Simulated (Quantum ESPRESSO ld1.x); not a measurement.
Values are calculated unless marked as measured or tabulated.
Species: K18+. Configuration: 1s1 (the NIST ground configuration). Level of theory: Dirac Kohn-Sham, LDA (Slater exchange, Perdew-Zunger correlation), spin-unpolarised, spherical densities, point nucleus (ld1.x of Quantum ESPRESSO 7.5).

Normalised radial functions P(r) = r R(r) (large component), r in bohr:

```
   r/bohr * 1s1/2 (the largest magnitude, 3.19, reaches the edge; | marks zero)
 0.003847 |         *
 0.004479 |           *
 0.005214 |             *
  0.00607 |               *
 0.007066 |                 *
 0.008226 |                   *
 0.009577 |                      *
  0.01115 |                         *
  0.01298 |                            *
  0.01511 |                                *
  0.01759 |                                   *
  0.02031 |                                       *
  0.02365 |                                          *
  0.02753 |                                              *
  0.03205 |                                                 *
  0.03731 |                                                   *
  0.04344 |                                                     *
  0.05057 |                                                      *
  0.05887 |                                                      *
  0.06853 |                                                    *
  0.07978 |                                                 *
  0.09288 |                                            *
   0.1081 |                                      *
   0.1249 |                                *
   0.1454 |                         *
   0.1692 |                  *
    0.197 |            *
   0.2294 |       *
    0.267 |    *
   0.3109 | *
```

1s1/2: eigenvalue -4762.1 eV, 0 radial nodes, <r> = 0.0790 bohr, 90 % of the charge inside 0.140 bohr.
